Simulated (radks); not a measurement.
Question: The palladium ion Pd+ is in [Kr] 4d9. All-electron calculation, non-relativistic Kohn-Sham, PBE, spin-polarised, spherical densities, point nucleus. Program: a radial shooting solver on a logarithmic mesh with Libxc functionals. Open shells are filled with parallel spins first. One electron is removed from 4d, 3d, 4s, 4p in turn, with full relaxation. Which removal costs least, and what does each cost?

Answer: 4d 20.546 eV; 4p 67.318 eV; 4s 96.965 eV; 3d 358.77 eV. The 4d electron leaves first.
